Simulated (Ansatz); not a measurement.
**The standard entropy of BBrCl2 (bromodichloroborane) from a frequency calculation**

A singlet with charge 0, relaxed at PBE-D3(BJ)/def2-TZVP (Ansatz 0.2.0):

```xyz
4

Cl    0.5854    0.6704    1.5204
B     0.0376   -0.0384    0.0224
Cl    0.4468   -1.6897   -0.3679
Br   -1.0143    0.9976   -1.1952
```

Harmonic wavenumbers in cm⁻¹: 203, 215, 399, 418, 861, 940.

Masses in u: Cl 35.45, B 10.81, Br 79.904. Take T = 298.15 K, p = 1 bar, R = 8.3145 J/(mol K), kT/hc = 207.22 cm⁻¹, rigid rotor and harmonic oscillator.

Task: Work out S° at 298 K.

Result: 
1. Translation (Sackur–Tetrode): S = R[3/2 ln M + 5/2 ln T − 1.1517] with M = 161.614 gives 172.3 J/(mol K).
2. Rotation: principal moments 162.272, 294.904, 457.175 u Å² give A, B, C = 0.1039, 0.0572, 0.0369 cm⁻¹; the symmetry number is σ = 2; q = (√π/σ)√((kT/hc)³/ABC) = 178514; S = R(ln q + 3/2) = 113.0.
3. Vibration: with u = ν̃/207.22, each mode gives R[u/(eᵘ − 1) − ln(1 − e⁻ᵘ)]; the sum is 26.2, most from 203 cm⁻¹ (8.8), 215 cm⁻¹ (8.4), 399 cm⁻¹ (4.0).
4. Electronic: R ln 1 = 0.0, from the spin multiplicity alone.
5. Sum: 172.3 + 113.0 + 26.2 + 0.0 = 311.5 J/(mol K).

No measured value is set beside it here.
